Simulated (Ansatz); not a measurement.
`[CH3][GeH2][AlH][Cl]` + `O[SiH2]S[SiH2]Cl` → `CO[SiH2]S[SiH2]Cl` + `[Cl][AlH][GeH3]`  (substitution at a C–Ge bond)

Gas-phase electronic energies from Ansatz, PBE0-D4/def2-TZVP geometries. CBS: MP2 limit from def2 TZ/QZ plus the TZ coupled-cluster correction, frozen cores. Functionals use def2-TZVPP. For Ge outer-core shells are correlated without core-valence functions, which leaves a few kJ/mol of doubt a bond. Scalar relativity is left out up to krypton. One conformer a species, not always the lowest.

CCSD(T)/CBS gives +87.6 kJ/mol.

Task: Another level gave +83.0 kJ/mol. Which?
A. ωB97M-V/def2-TZVPP
B. ωB97X-V/def2-TZVPP
C. MP2/def2-TZVPP
D. HF/def2-TZVPP

Result: A. ωB97M-V 83.0, ωB97X-V 78.5, MP2/def2-TZVPP 93.6, HF/def2-TZVPP 73.7 kJ/mol.

Largest T1 diagnostic among the species: 0.011.

The D4 term adds −3.5 kJ/mol with B3LYP and −2.2 kJ/mol with PBE0; it sums over pairs of atoms, weighted by their polarisabilities, and B3LYP, whose exchange is more repulsive, gets the larger term. In def2-TZVPP, CCSD(T) changes the Hartree–Fock value by +11.8 kJ/mol (the triples alone add +0.8 kJ/mol) and MP2 by +19.9 kJ/mol.

B3LYP here is the variant with VWN-RPA as its local correlation; programs differ in this.
